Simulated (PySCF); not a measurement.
Simulated C 1s region for `C=C([Se]CC#N)C(C)C`, binding energy against the vacuum level.

Every computed line was given a Gaussian of 0.6 eV full width at half maximum and an area set by the number of equivalent atoms; the highest printed point is 100. The calculation used PySCF 2.14.0, delta-SCF UKS SCAN, pcX-2 on the ionised atom, pcseg-1 elsewhere, spin-free X2C.

(binding energy (eV), intensity): (289.0, 0), (289.1, 0), (289.2, 1), (289.3, 3), (289.4, 7), (289.5, 14), (289.6, 22), (289.7, 30), (289.8, 36), (289.9, 38), (290.0, 37), (290.1, 38), (290.2, 43), (290.3, 54), (290.4, 69), (290.5, 84), (290.6, 95), (290.7, 100), (290.8, 100), (290.9, 96), (291.0, 86), (291.1, 72), (291.2, 53), (291.3, 35), (291.4, 20), (291.5, 11), (291.6, 6), (291.7, 6), (291.8, 10), (291.9, 18), (292.0, 29), (292.1, 42), (292.2, 54), (292.3, 61), (292.4, 62), (292.5, 57), (292.6, 46), (292.7, 33), (292.8, 21), (292.9, 12), (293.0, 6), (293.1, 2), (293.2, 1), (293.3, 0), (293.4, 0)

Problem. Count the maxima, the lines and the sites behind this envelope.

Solution. The curve has 3 maxima (at 289.9, 290.7 and 292.4 eV). Under it lie 6 lines from 6 inequivalent carbon sites. At this width some lines have no maximum of their own.

Problem. Decompose the envelope and assign each component. Numbering: `[CH2:1]=[C:2]([Se:3][CH2:4][C:5]#[N:6])[CH:7]([CH3:8])[CH3:9]`.

Solution. 
```json
{"position (eV)": "289.85", "relative area": "1", "line": "C 1s", "atoms": "C1", "environment": "terminal =CH2 carbon"}
{"position (eV)": "290.55", "relative area": "2", "line": "C 1s", "atoms": "C8/C9", "environment": "methyl carbon"}
{"position (eV)": "290.94", "relative area": "1", "line": "C 1s", "atoms": "C2", "environment": "fully substituted alkene carbon"}
{"position (eV)": "291.03", "relative area": "1", "line": "C 1s", "atoms": "C7", "environment": "allylic carbon"}
{"position (eV)": "292.23", "relative area": "1", "line": "C 1s", "atoms": "C5", "environment": "nitrile carbon"}
{"position (eV)": "292.50", "relative area": "1", "line": "C 1s", "atoms": "C4", "environment": "sp3 carbon bound to selenium"}
```

Lowest listed C 1s: C1, bonded to C (double bond) and 2 H. Highest, 2.65 eV above it: C4, bonded to Se, C and 2 H. Summing the Pauling electronegativity differences to the bonded atoms, each weighted by its formal bond order, gives -0.70 for the lowest site and -0.70 for the highest; the largest sum, +1.47, belongs to C5, 0.27 eV below the top. The smallest sum, -1.05, belongs to C8/C9, 0.70 eV above the lowest.

No satellites, vibrations or lifetime broadening are included. Topologically equivalent atoms share the value of their first member; where this conformer doesn't relate them by symmetry, their own values could differ. The unrestricted hole states depart most from a pure doublet (⟨S²⟩ = 0.75; over 0.85 named) for C 1s of C2 (0.86), which makes this value less certain. Isolated species at its PBE0-D3(BJ)/def2-SVP geometry (one conformer only).

Conformer computed: `[CH2:1]=[C:2]([Se:3][CH2:4][C:5]#[N:6])[CH:7]([CH3:8])[CH3:9]`: C1–C2–Se3–C4 5°, C2–Se3–C4–C5 68°, C1–C2–C7–C8 -95°.
